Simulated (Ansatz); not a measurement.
C₇H₆O₂, SMILES `O=C(O)c1ccccc1`. The species carries charge 0 and has multiplicity 1.

Z-matrix (Å, degrees):
```
C
O 1 1.345
C 1 1.480 2 113.1
O 1 1.204 2 122.1 3 180.0
H 2 0.967 1 106.0 3 -180.0
C 3 1.392 1 122.1 2 0.0
C 3 1.392 1 117.9 2 -180.0
C 6 1.385 3 119.8 1 180.0
H 6 1.082 3 119.6 1 -0.0
C 7 1.383 3 120.0 1 -180.0
H 7 1.083 3 118.6 1 0.0
C 8 1.388 6 120.1 3 0.0
H 8 1.084 6 119.9 3 -180.0
H 10 1.084 7 120.0 3 -180.0
H 12 1.084 8 119.9 6 180.0
```

(1) What are the harmonic wavenumbers in cm⁻¹ at PBE0-D4/def2-TZVP (Ansatz, finite differences of forces, unscaled)? (Estimate.)

(2) Is this a minimum?

(3) Give the ideal-gas thermochemistry at 298.15 K and 1 bar (rigid rotor, harmonic oscillator; point group Cs, symmetry number 1).

(4) And at 400, 500, 600, 800 and 1000 K?

(5) Rotational constants (cm⁻¹)?

Results:

(1) Computed: 65, 158, 215, 386, 413, 435, 501, 598, 628, 641, 709, 735, 785, 834, 870, 964, 989, 1005, 1025, 1058, 1105, 1135, 1182, 1192, 1218, 1342, 1379, 1396, 1492, 1536, 1652, 1672, 1825, 3191, 3203, 3213, 3224, 3231, 3798.

(2) Yes, all 39 modes are real.

(3) Zero-point energy 305.1 kJ/mol; H(298) − E = 326.2 kJ/mol; entropy 353.3 J/(mol·K), of which translation 168.8, rotation 119.8, vibration 64.7; G(298) − E = 220.8 kJ/mol. Modes under 100 cm⁻¹ are hindered rotations or soft bends, so the harmonic entropy is rough.

(4) 
```json
{"T (K)": "400", "H − E (kJ/mol)": "340.6", "S (J/mol/K)": "394.5", "G − E (kJ/mol)": "182.8"}
{"T (K)": "500", "H − E (kJ/mol)": "358.0", "S (J/mol/K)": "433.4", "G − E (kJ/mol)": "141.3"}
{"T (K)": "600", "H − E (kJ/mol)": "378.3", "S (J/mol/K)": "470.2", "G − E (kJ/mol)": "96.1"}
{"T (K)": "800", "H − E (kJ/mol)": "424.9", "S (J/mol/K)": "537.1", "G − E (kJ/mol)": "-4.7"}
{"T (K)": "1000", "H − E (kJ/mol)": "477.4", "S (J/mol/K)": "595.5", "G − E (kJ/mol)": "-118.1"}
```

(5) 0.1307, 0.04131, 0.03139.
